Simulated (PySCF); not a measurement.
Electron correlation in Mn²⁺ (manganese, charge +2)

[Ar] 3d4 4p1, one real determinant (an excited configuration). Calculation: PySCF 2.14, in aug-cc-pVDZ-DK (7s6p4d2f, 59 functions); the spin-free X2C one-electron Hamiltonian (Gaussian nucleus). Frozen: [Ar]; 5 electrons correlated.

| level | correlation energy (mhartree) |
| --- | --- |
| CCSD | -38.89 |
| (T) | -0.40 |
| CCSD(T) | -39.29 |

Diagnostics: T1 = 0.0051, D1 = 0.0093, largest double amplitude 0.050.

The real determinant used has ⟨L²⟩ near 8 against 12 for a pure F term, so it mixes terms.

Cost of the coupled-cluster step: of the order of 1.8 core-seconds, for 5 correlated electrons.

Iterations:

```
CC2 = 0
CCSD nocc = (np.int64(5), np.int64(0)), nmo = (50, 50)
frozen orbitals [[0, 1, 2, 3, 4, 5, 6, 7, 8], [0, 1, 2, 3, 4, 5, 6, 7, 8]]
max_cycle = 100
direct = 0
conv_tol = 1e-08
conv_tol_normt = 1e-06
diis_space = 8
diis_start_cycle = 0
Init t2, MP2 energy = -0.0337713339950563
Init E_corr(UCCSD) = -0.0337713340277495
cycle = 1  E_corr(UCCSD) = -0.0377717912484222  dE = -0.00400045722  norm(t1,t2) = 0.0163536
cycle = 2  E_corr(UCCSD) = -0.0384732519380998  dE = -0.00070146069  norm(t1,t2) = 0.00603868
cycle = 3  E_corr(UCCSD) = -0.03877107690523  dE = -0.000297824967  norm(t1,t2) = 0.00315186
cycle = 4  E_corr(UCCSD) = -0.0387541586477186  dE = 1.69182575e-05  norm(t1,t2) = 0.00176624
cycle = 5  E_corr(UCCSD) = -0.0387809040911893  dE = -2.67454435e-05  norm(t1,t2) = 0.00156578
cycle = 6  E_corr(UCCSD) = -0.0388159994613081  dE = -3.50953701e-05  norm(t1,t2) = 0.00143922
cycle = 7  E_corr(UCCSD) = -0.0388395649657434  dE = -2.35655044e-05  norm(t1,t2) = 0.000965261
cycle = 8  E_corr(UCCSD) = -0.0388636010067948  dE = -2.40360411e-05  norm(t1,t2) = 0.00257171
cycle = 9  E_corr(UCCSD) = -0.0388767477160569  dE = -1.31467093e-05  norm(t1,t2) = 0.00264299
cycle = 10  E_corr(UCCSD) = -0.038887070340072  dE = -1.0322624e-05  norm(t1,t2) = 0.000393794
cycle = 11  E_corr(UCCSD) = -0.038886260590041  dE = 8.09750031e-07  norm(t1,t2) = 0.000151138
cycle = 12  E_corr(UCCSD) = -0.0388876066530595  dE = -1.34606302e-06  norm(t1,t2) = 4.8679e-05
cycle = 13  E_corr(UCCSD) = -0.0388878949014701  dE = -2.88248411e-07  norm(t1,t2) = 1.53769e-05
cycle = 14  E_corr(UCCSD) = -0.0388878015701705  dE = 9.33312996e-08  norm(t1,t2) = 3.66186e-06
cycle = 15  E_corr(UCCSD) = -0.0388877401411158  dE = 6.14290547e-08  norm(t1,t2) = 1.36623e-06
cycle = 16  E_corr(UCCSD) = -0.0388877365655358  dE = 3.57558e-09  norm(t1,t2) = 8.67951e-07
UCCSD converged
E(UCCSD) = -1156.170211268509  E_corr = -0.03888773656553581
UCCSD(T) correction = -0.000396253054252933
```

The reference is one real determinant that mixes LS terms of this configuration.
